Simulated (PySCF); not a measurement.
# Basis set benchmark on one molecule

Molecule: `CN(C)C(C)(C)C`, C$_{6}$H$_{15}$N.

Bonds (- single, = double, # triple, : aromatic): C1-N2, N2-C3, N2-C4, C4-C5, C4-C6, C4-C7. C1 carries H8, H9, H10; C3 carries H11, H12, H13; C5 carries H14, H15, H16; C6 carries H17, H18, H19; C7 carries H20, H21, H22.

Geometry PBE0-D3(BJ)/def2-SVP throughout; GIAO in PySCF 2.14.0 with density-fitted response routines, gas phase, one conformer, non-relativistic; equivalent atoms averaged; functional PBE0.

Reference values (measured; solution, not stated per compound (mostly CDCl3 or CCl4); Pretsch, Buehlmann, Badertscher, Structure Determination of Organic Compounds, 4th ed. (2009)): δ(C4) = 53.6 ppm, δ(C5/C6/C7) = 25.4 ppm. Computed shifts are taken against TMS, calculated as an isolated molecule at each level.

**Question.** How do the basis sets STO-3G, pcSseg-0, 6-31G, 6-31G*, cc-pVDZ, def2-SVP, pcSseg-1, 6-311+G(2d,p), aug-cc-pVDZ, def2-TZVP perform against the reference? Times are CPU seconds on shared hosts with different chips, so compare them loosely.

**Answer.** 
```csv
basis set,functions,C4,C5/C6/C7,mean abs. error C,core-s
STO-3G,50,49.7,24.2,2.5,5.9
pcSseg-0,93,51.5,29.5,3.1,15
6-31G,93,50.9,26.7,2.0,13
6-31G*,128,49.4,25.6,2.2,18
cc-pVDZ,173,53.0,26.7,1.0,40
def2-SVP,173,49.1,26.1,2.6,38
pcSseg-1,194,52.1,26.6,1.4,32
"6-311+G(2d,p)",279,52.8,25.4,0.4,55
aug-cc-pVDZ,296,52.8,25.1,0.6,99
def2-TZVP,307,53.7,26.3,0.5,110
```

For 13C the closest is 6-311+G(2d,p) (0.4 ppm, with def2-TZVP, aug-cc-pVDZ practically level) and the furthest pcSseg-0 (3.1 ppm). Where a smaller basis beats a larger one, errors probably cancel. One molecule is a small sample, and vibrational and solvent effects are absent from the calculation.

A small basis that lands close on one nucleus may do so by chance; judge by the trend and by all nuclei.
